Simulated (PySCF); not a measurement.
A side-by-side comparison of computed properties.

First species: C5H9NSi.
Z-matrix (Å and degrees, GFN2-xTB geometry), rows numbered from 1:
```
N 
C   1  1.2557
C   2  1.4920  1  128.44
C   3  1.5020  2  112.18  1   -21.60
C   4  1.3218  3  119.26  2   112.30
C   5  1.5003  4  119.01  3     1.87
Si  6  1.9078  5  104.46  4     3.88
H   1  1.0210  2  114.20  3     1.88
H   2  1.0877  1  116.08  3   177.86
H   3  1.0928  2  108.34  1  -144.31
H   4  1.0813  3  117.95  2   -65.82
H   5  1.0809  4  122.49  3  -178.60
H   6  1.0920  5  109.93  4  -117.39
H   6  1.0911  5  109.94  4   126.13
H   7  1.4653  3  110.93  2   130.05
H   7  1.4622  3  112.80  2     4.25
```

Second species: C6H3F3.
Numbering: `[CH2:1]=[C:2]=[CH:3][C:4]#[C:5][C:6]([F:7])([F:8])[F:9]` (hydrogens: H10, H11 on C1; H12 on C3)

Structure used (GFN2-xTB), in Å, numbered top down from 1:
```xyz
12
C6H3F3 angstrom
C     -3.1099    0.0209   -0.3671
C     -1.9902   -0.5636   -0.1139
C     -0.8583   -1.1660    0.1463
C      0.3705   -0.4861    0.1834
C      1.4331    0.0796    0.2160
C      2.7087    0.7651    0.2552
F      2.7365    1.7406    1.1816
F      3.7253   -0.0659    0.5454
F      3.0143    1.3479   -0.9186
H     -3.7184    0.4426    0.4169
H     -3.4903    0.1140   -1.3719
H     -0.8201   -2.2298    0.3450
```

Levels: CAM-B3LYP/def2-SVPD for HOMO energy, LUMO energy, HOMO–LUMO gap and static isotropic polarisability; TDDFT CAM-B3LYP/def2-SVPD for lowest singlet excitation; TDA CAM-B3LYP/def2-SVPD for lowest triplet excitation (Tamm–Dancoff). Geometries: GFN2-xTB. All species are isolated and taken at one optimised geometry, non-relativistic unless stated. Electronic properties by PySCF.

| property | column X | column Y |
| --- | --- | --- |
| HOMO energy | -8.63 eV | -9.02 eV |
| LUMO energy | 1.02 eV | -0.46 eV |
| HOMO–LUMO gap | 9.65 eV | 8.56 eV |
| lowest singlet excitation | 5.33 eV | 5.48 eV |
| lowest triplet excitation (Tamm–Dancoff) | 4.50 eV | 3.66 eV |
| static isotropic polarisability | 87.2 au | 80.1 au |

(1) Which column belongs to which species?

(2) How does each property change from the first species to the second?

Answers

(1) Column X is the first species and column Y the second. The first has 16 atoms and 60 electrons, the second 12 and 66.

(2) HOMO energy -0.39 eV; LUMO energy -1.48 eV; HOMO–LUMO gap -1.09 eV; lowest singlet excitation +0.15 eV; lowest triplet excitation (Tamm–Dancoff) -0.84 eV; static isotropic polarisability -7.1 au.

On the first: The principal polarisabilities are 75.3, 89.7 and 96.7 au; their mean is the isotropic value. The vertical singlet–triplet gap S1 − T1 is 0.83 eV (TDDFT singlet less Tamm–Dancoff triplet).

On the second: S1 lies 3.08 eV below the HOMO–LUMO gap; its leading configuration is HOMO→LUMO+1, weight 0.77. The vertical singlet–triplet gap S1 − T1 is 1.82 eV (TDDFT singlet less Tamm–Dancoff triplet; S1: HOMO→LUMO+1, weight 0.77; T1: HOMO→LUMO, weight 0.93).

One conformer stands for the species.
